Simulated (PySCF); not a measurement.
Record of a relaxation.

ZnBr4 (charge -2 and singlet state).
Atom-mapped SMILES: `[Br:1][Zn-2:2]([Br:3])([Br:4])[Br:5]`
The ion is multiply charged and has no counter-ions or solvent; whether it holds all its electrons wasn't checked.

Method: PBE0-D3(BJ)/def2-SVP geometry optimisation, gas phase (PySCF 2.14.0); density fitting, grid level 1; the optimiser is geomeTRIC in internal coordinates, started from a GFN2-xTB structure with every atom displaced at random (about 0.01 Å). The frame can shift and turn from step to step; on so coarse a grid that alone can change the energy by a few meV, and forces under 0.02 eV/Å are noise.

Step 0: E = -328532.5899 eV, largest atomic force 0.834 eV/Å
```
atom  x, y, z in Å  |  force x, y, z in eV/Å
Br1    -2.004   -0.986   -1.346    0.507   0.226   0.364
Zn2    -0.004   -0.004   -0.006    0.083   0.029  -0.030
Br3    -0.368    2.555    0.405    0.112  -0.696  -0.148
Br4     2.232   -0.358   -1.375   -0.715   0.102   0.417
Br5     0.178   -1.240    2.284    0.013   0.340  -0.603
```

Step 1: E = -328532.7833 eV, largest atomic force 0.267 eV/Å
```
atom  x, y, z in Å  |  force x, y, z in eV/Å
Br1    -1.946   -0.973   -1.271    0.117   0.050   0.149
Zn2    -0.019    0.000    0.002    0.120   0.016  -0.051
Br3    -0.342    2.469    0.348    0.006  -0.201  -0.033
Br4     2.099   -0.353   -1.320   -0.234   0.036   0.124
Br5     0.242   -1.178    2.203   -0.011   0.098  -0.190
```

Step 2: E = -328532.7935 eV, largest atomic force 0.068 eV/Å
```
atom  x, y, z in Å  |  force x, y, z in eV/Å
Br1    -1.933   -0.973   -1.233   -0.009  -0.014   0.055
Zn2    -0.012    0.002   -0.002    0.057   0.016  -0.033
Br3    -0.343    2.442    0.338   -0.016  -0.015  -0.009
Br4     2.065   -0.346   -1.315   -0.037   0.008   0.002
Br5     0.257   -1.159    2.173    0.006   0.005  -0.014
```

Step 3: E = -328532.7931 eV, largest atomic force 0.040 eV/Å
```
atom  x, y, z in Å  |  force x, y, z in eV/Å
Br1    -1.937   -0.983   -1.203   -0.019  -0.019   0.030
Zn2    -0.007    0.005   -0.005    0.022   0.013  -0.020
Br3    -0.350    2.438    0.330   -0.015   0.017  -0.006
Br4     2.054   -0.342   -1.327    0.003   0.002  -0.020
Br5     0.273   -1.151    2.166    0.011  -0.012   0.016
```

Step 4: E = -328532.7934 eV, largest atomic force 0.030 eV/Å
```
atom  x, y, z in Å  |  force x, y, z in eV/Å
Br1    -1.939   -0.987   -1.191   -0.013  -0.015   0.023
Zn2    -0.004    0.006   -0.006    0.011   0.009  -0.013
Br3    -0.353    2.440    0.327   -0.011   0.011  -0.007
Br4     2.054   -0.341   -1.333   -0.001   0.003  -0.016
Br5     0.277   -1.151    2.165    0.014  -0.008   0.013
```

Step 5: E = -328532.7935 eV, largest atomic force under 0.02 eV/Å
```
atom  x, y, z in Å  |  force x, y, z in eV/Å
Br1    -1.942   -0.993   -1.178   -0.006  -0.010   0.016
Zn2    -0.002    0.008   -0.007    0.002   0.004  -0.006
Br3    -0.358    2.442    0.323   -0.007   0.005  -0.006
Br4     2.053   -0.338   -1.339   -0.004   0.004  -0.011
Br5     0.282   -1.152    2.164    0.016  -0.002   0.007
```

**Question.** Summarise the path.

**Answer.** The energy falls by 19.64 kJ/mol from step 0 to step 5; nine tenths of that is first reached at step 1. It rises by more than 0.2 meV at step 3. The largest force goes from 0.834 to under 0.02 eV/Å. Among the bonds Zn2–Br4 changes most, from 2.646 to 2.473 Å; the atoms move by 0.129 Å rms after alignment.

**Question.** Follow the three bonds and two angles with the largest change from start to end.

**Answer.** 
```
step  E above end (kJ/mol)  largest force (eV/Å)  Zn2–Br4 (Å)  Zn2–Br3 (Å)  Zn2–Br5 (Å)  Br3–Zn2–Br5 (°)  Br4–Zn2–Br5 (°)
   0                 19.64                 0.834        2.646        2.617        2.608            109.6            109.4
   1                  0.98                 0.267        2.522        2.513        2.510            110.7            107.9
   2                  0.01                 0.068        2.482        2.485        2.480            110.7            107.9
   3                  0.04                 0.040        2.473        2.480        2.476            110.8            108.0
   4                  0.01                 0.030        2.473        2.481        2.477            110.9            108.1
   5                  0.00            under 0.02        2.473        2.482        2.478            111.0            108.2
```

What follows is the cost of the whole optimisation. The run took 2.5 min of wall time on AMD EPYC 7R43, one thread, no GPU, shared host with 256 logical CPUs at a one-minute load of 111, and the process peaked at 1.1 GiB of memory.
